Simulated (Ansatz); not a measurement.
The vertical ionisation energy down a group: F to Br

All atoms of one element are swapped for its congeners: SiH2F2 `F[SiH2]F`; SiH2Cl2 (dichlorosilane (DCS)) `Cl[SiH2]Cl`; SiH2Br2 (dibromosilane) `Br[SiH2]Br`. All are singlets with charge 0.

Shapes, held fixed at every level: PBE0-D4/def2-TZVP. Programs: Ansatz 0.2.0. Values in eV.

```
              level  SiH2F2  SiH2Cl2  SiH2Br2
  PBE-D4/def2-TZVPP   12.15    10.80    10.20
B3LYP-D4/def2-TZVPP   12.66    11.24    10.60
 PBE0-D4/def2-TZVPP   12.62    11.29    10.66
 wB97M-V/def2-TZVPP   12.78    11.59    11.00
 wB97X-V/def2-TZVPP   12.84    11.70    11.08
  B2PLYP/def2-TZVPP   12.75    11.42    10.82
```

At B2PLYP/def2-TZVPP the vertical ionisation energy falls at every step, from 12.75 to 10.82 eV. Every level shows the same order. Relativity is left out for Br unless named. Correlated rows may include outer-core shells of Br, which these sets cover unevenly. The lone pairs of the heavier congeners lie higher, so an electron comes off more easily. Spin-orbit coupling, which grows down the group, is left out.
